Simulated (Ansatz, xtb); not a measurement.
**C5H6FGeN: 4 structures ranked**

4 gas-phase structures of C5H6FGeN, from a drawn sample of its isomers (lower ones may exist). Each was relaxed with GFN2-xTB:

A. `[F][GeH2][c]1ccncc1`, a singlet
B. `N#C/C=[C]1/C[C@H](F)[GeH2]1`, a singlet
C. `C=[CH][GeH2]/[C](C#N)=C/F`, a singlet
D. `Fc1cc[c]([GeH3])nc1`, a singlet

Problem. Make a reasoned guess at their ranking by r2SCAN-D4/def2-SVP single-point energy.

Solution. Calculated order at r2SCAN-D4/def2-SVP: A (0.0), D (27.5), C (65.3), B (68.0) kcal/mol.

Energies above the lowest of each column, in kcal/mol; the last columns are at PBE0-D3(BJ)/def2-SVP geometries and were run for some of them only (a dash: not run or not comparable):

| structure | GFN2-xTB | HF/STO-3G | r2SCAN-D4/def2-SVP | PBE0-D3(BJ)/def2-SVP | CCSD(T)/def2-SVP + ΔMP2/def2-TZVPP |
| --- | --- | --- | --- | --- | --- |
| A | 0.0 | 0.6 | 0.0 | 0.0 | 0.0 |
| D | 27.5 | 0.0 | 27.5 | 26.9 | 33.5 |
| C | 90.0 | 40.1 | 65.3 | 66.9 | 57.1 |
| B | 77.8 | 26.9 | 68.0 | – | – |

CCSD(T)/def2-SVP + ΔMP2/def2-TZVPP puts A lowest of those it was run on; HF/STO-3G picks D. Flexible structures stand in one conformer each, not always the lowest. Frequencies (GFN2-xTB) were run for A, C, D alone. ΔMP2 is the change of the MP2 energy from the smaller to the larger basis.

Over these structures GFN2-xTB departs from r2SCAN-D4/def2-SVP by 8.6 kcal/mol on average once a common shift is removed. A GFN2-xTB relaxation took about 0.091 s and the r2SCAN-D4/def2-SVP energy about 2.6 s on a shared host (Ansatz 0.2.0, xtb 6.7.1).
